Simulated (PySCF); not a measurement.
**Polarisability and C₆ of Mn³⁺ (manganese, charge +3)**

[Ar] 3d4, high-spin 5D determinant. All numbers are calculated (PySCF 2.14, no relativity, point nucleus, in aug-cc-pVTZ with one added diffuse shell each of s, p, d, f, g type (9s8p6d4f3g, 118 functions)). Coupled (time-dependent) response in atomic units; α is the mean over directions.

```
method  mean α (bohr³)         α xx, yy, zz  C₆ (like pair)  S(−4)
PBEsol           2.065  1.980, 1.980, 2.237           5.141  1.551
```

S(−4) is the Cauchy moment in α(ω) = α(0) + S(−4) ω² + …

α(iu) at PBEsol:

| u (hartree) | α(iu) (bohr³) |
| --- | --- |
| 0 | 2.065 |
| 0.0500 | 2.062 |
| 0.100 | 2.050 |
| 0.200 | 2.007 |
| 0.300 | 1.943 |
| 0.500 | 1.781 |
| 0.750 | 1.571 |
| 1.00 | 1.381 |
| 1.50 | 1.077 |
| 2.00 | 0.8513 |
| 3.00 | 0.5583 |
| 5.00 | 0.2853 |

For an ion, C₆ is the dispersion term alone; charge-induced terms of lower order in 1/R come first.

The components differ because the open shell of this determinant is not spherical; for a pure term their mean is the scalar polarisability.
